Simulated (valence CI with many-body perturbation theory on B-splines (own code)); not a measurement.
Values are calculated unless marked as measured or tabulated.
Level structure of Pm55+

Method: relativistic CI+MBPT: four valence electrons over a frozen Dirac-Fock core [He], a basis of 11 s, 11 p, 9 d, 7 f, 5 g, 2 h, 1 i functions for each j, with the one-electron correlation potential Σ1, the two-electron term Σ2, the three-electron term Σ3, Breit, model QED; selected CI, second order for the rest (own B-spline code, finite nucleus).

No measured spectrum was set against this ion. As an estimate, large intervals hold to a few tenths of a per cent, small ones and those within an open d or f shell to about a per cent. Among the levels kept, up to 280 cm⁻¹ of a level comes from second order outside the variational space, and about a tenth of that is noise between levels of different J, which matters for small intervals.

Levels 1 to 45 of 116, with energies above the lowest level, (2s^2 2p1/2^2) J=0. "Leading %" is the weight of the configuration and term that name the level; weights of strongly mixed levels are sums over their largest components and can fall short. In the jj column 3d3/2^4 stands for four electrons in 3d with j = 3/2.

```tsv
No.	Configuration	Term	J	E (eV)	Leading %	Second component	g	Leading jj
1	2s2.2p2	3P	0	0.0	69	30 % 2s2.2p2 1S		2s^2 2p1/2^2 (100 %)
2	2s2.2p2	3P	1	580.6	100		1.479	2s^2 2p1/2 2p3/2 (100 %)
3	2s2.2p2	1D	2	597.6	64	36 % 2s2.2p2 3P	1.154	2s^2 2p1/2 2p3/2 (100 %)
4	2s.2p3	3P°	2	803.6	47	30 % 2s.2p3 5S°	1.534	2s 2p1/2^2 2p3/2 (99 %)
5	2s.2p3	3D°	1	873.2	33	28 % 2s.2p3 1P°	1.100	2s 2p1/2^2 2p3/2 (99 %)
6	2s2.2p2	3P	2	1193.9	63	36 % 2s2.2p2 1D	1.297	2s^2 2p3/2^2 (99 %)
7	2s2.2p2	1S	0	1241.8	69	30 % 2s2.2p2 3P		2s^2 2p3/2^2 (99 %)
8	2s.2p3	5S°	2	1362.9	49	47 % 2s.2p3 3D°	1.550	2s 2p1/2 2p3/2^2 (99 %)
9	2s.2p3	3D°	3	1402.0	100		1.307	2s 2p1/2 2p3/2^2 (100 %)
10	2s.2p3	3P°	0	1447.1	100			2s 2p1/2 2p3/2^2 (100 %)
11	2s.2p3	3S°	1	1464.8	49	42 % 2s.2p3 3D°	1.299	2s 2p1/2 2p3/2^2 (99 %)
12	2s.2p3	1D°	2	1475.0	74	21 % 2s.2p3 3D°	1.061	2s 2p1/2 2p3/2^2 (99 %)
13	2s.2p3	3P°	1	1478.3	59	32 % 2s.2p3 1P°	1.325	2s 2p1/2 2p3/2^2 (99 %)
14	2p4	3P	2	1712.4	68	31 % 2p4 1D	1.322	2p1/2^2 2p3/2^2 (99 %)
15	2p4	1S	0	1763.6	63	37 % 2p4 3P		2p1/2^2 2p3/2^2 (99 %)
16	2s.2p3	3P°	2	2025.9	52	17 % 2s.2p3 3D°	1.424	2s 2p3/2^3 (99 %)
17	2s.2p3	1P°	1	2092.8	38	25 % 2s.2p3 3S°	1.181	2s 2p3/2^3 (99 %)
18	2p4	3P	1	2304.3	100		1.479	2p1/2 2p3/2^3 (100 %)
19	2p4	1D	2	2321.7	69	31 % 2p4 3P	1.129	2p1/2 2p3/2^3 (100 %)
20	2p4	3P	0	2939.8	63	37 % 2p4 1S		2p3/2^4 (100 %)
21	2s2.2p.3s	3P°	0	6649.3	99			2s^2 2p1/2 3s (99 %)
22	2s2.2p.3s	3P°	1	6652.4	67	32 % 2s2.2p.3s 1P°	1.315	2s^2 2p1/2 3s (100 %)
23	2s2.2p.3p	3D	1	6716.2	73	22 % 2s2.2p.3p 1P	0.646	2s^2 2p1/2 3p1/2 (100 %)
24	2s2.2p.3p	3P	0	6751.7	68	31 % 2s2.2p.3p 1S		2s^2 2p1/2 3p1/2 (99 %)
25	2s.2p2.3s	5P	1	6847.1	41	28 % 2s.2p2.3s 3S	1.998	2s 2p1/2^2 3s (91 %)
26	2s.2p2.3s	3P	0	6880.0	69	30 % 2s.2p2.3s 1S		2s 2p1/2^2 3s (98 %)
27	2s2.2p.3p	3D	2	6906.2	53	30 % 2s2.2p.3p 1D	1.154	2s^2 2p1/2 3p3/2 (99 %)
28	2s2.2p.3p	3P	1	6910.1	44	28 % 2s2.2p.3p 3S	1.546	2s^2 2p1/2 3p3/2 (92 %)
29	2s.2p2.3p	3P°	1	6922.3	32	22 % 2s.2p2.3p 5D°	1.368	2s 2p1/2^2 3p1/2 (96 %)
30	2s.2p2.3p	3P°	0	6923.5	49	45 % 2s.2p2.3p 5D°		2s 2p1/2^2 3p1/2 (99 %)
31	2s2.2p.3d	3F°	2	6958.9	74	20 % 2s2.2p.3d 1D°	0.749	2s^2 2p1/2 3d3/2 (100 %)
32	2s2.2p.3d	3D°	1	6982.6	50	31 % 2s2.2p.3d 1P°	0.844	2s^2 2p1/2 3d3/2 (97 %)
33	2s2.2p.3d	3P°	2	7018.4	47	35 % 2s2.2p.3d 3D°	1.282	2s^2 2p1/2 3d5/2 (98 %)
34	2s2.2p.3d	3F°	3	7021.8	47	31 % 2s2.2p.3d 1F°	1.100	2s^2 2p1/2 3d5/2 (100 %)
35	2s.2p2.3p	3P°	2	7109.0	33	21 % 2s.2p2.3p 5P°	1.520	2s 2p1/2^2 3p3/2 (98 %)
36	2s.2p2.3p	3D°	1	7113.6	33	21 % 2s.2p2.3p 1P°	1.121	2s 2p1/2^2 3p3/2 (98 %)
37	2s.2p2.3d	3D	1	7161.0	44	38 % 2s.2p2.3d 5F	0.453	2s 2p1/2^2 3d3/2 (99 %)
38	2s.2p2.3d	3D	2	7166.2	30	19 % 2s.2p2.3d 5F	1.140	2s 2p1/2^2 3d3/2 (96 %)
39	2s.2p2.3d	3D	3	7218.3	35	19 % 2s.2p2.3d 5D	1.345	2s 2p1/2^2 3d5/2 (99 %)
40	2s.2p2.3d	3F	2	7233.8	30	22 % 2s.2p2.3d 1D	1.015	2s 2p1/2^2 3d5/2 (96 %)
41	2s2.2p.3s	3P°	2	7260.9	98		1.479	2s^2 2p3/2 3s (98 %)
42	2s2.2p.3s	1P°	1	7267.9	66	32 % 2s2.2p.3s 3P°	1.136	2s^2 2p3/2 3s (98 %)
43	2s2.2p.3p	3P	1	7341.0	50	26 % 2s2.2p.3p 3S	1.456	2s^2 2p3/2 3p1/2 (97 %)
44	2s2.2p.3p	3D	2	7343.4	45	32 % 2s2.2p.3p 1D	1.162	2s^2 2p3/2 3p1/2 (97 %)
45	2s.2p2.3s	5P	2	7402.3	85	8 % 2s.2p2.3s 3P	1.737	2s 2p1/2 2p3/2 3s (98 %)
```

The ionisation energy to 2s2.2p 2P°_1/2 of the next ion comes out as 11820 eV (NIST: 11819 ± 5 eV (theoretical)). All 116 levels together are meant to be complete up to 7864.8 eV.
